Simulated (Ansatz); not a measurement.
Consider the substitution at a C–O bond: `CC[O][GeH]([O]C)[O]C` + H₂Te → `CC[TeH]` + `C[O][GeH]([OH])[O]C`.

Isolated molecules relaxed with PBE0-D4/def2-TZVP in Ansatz; ΔE leaves out vibrations. CCSD(T)/CBS adds triple-zeta CCSD(T) − MP2 to the extrapolated MP2 energy (def2 sets, frozen cores). DFT in def2-TZVPP. B3LYP here is the variant with VWN-RPA as its local correlation; programs differ in this. def2 core potentials past Kr. For Ge, Te outer-core shells are correlated without core-valence functions, which leaves a few kJ/mol of doubt a bond. Scalar relativity is left out up to krypton. One conformer a species, not always the lowest.

(1) Is it downhill or uphill in electronic energy at CCSD(T)/CBS, and by how much? (Estimate.)

(2) What do these levels give: r2SCAN-D4, PBE0-D4, B3LYP-D4, ωB97X-V, B2PLYP, r2SCAN, PBE0, CCSD/def2-TZVPP, CCSD(T)/def2-TZVPP, SCS-MP2/def2-QZVPP, HF/CBS(def2), CCSD/CBS(def2)? (Best estimate.)

Largest T1 diagnostic among the species: 0.012.

Results:

(1) Computed: Downhill: ΔE = -52.7 kJ/mol.

(2) Computed: r2SCAN-D4 -43.7, PBE0-D4 -45.3, B3LYP-D4 -41.5, ωB97X-V -38.9, B2PLYP -45.3, r2SCAN -44.8, PBE0 -46.1, CCSD/def2-TZVPP -42.5, CCSD(T)/def2-TZVPP -44.6, SCS-MP2/def2-QZVPP -54.5, HF/CBS(def2) -32.0, CCSD/CBS(def2) -50.6 kJ/mol.

In def2-TZVPP, CCSD(T) changes the Hartree–Fock value by −13.2 kJ/mol (the triples alone add −2.1 kJ/mol) and MP2 by −24.5 kJ/mol.
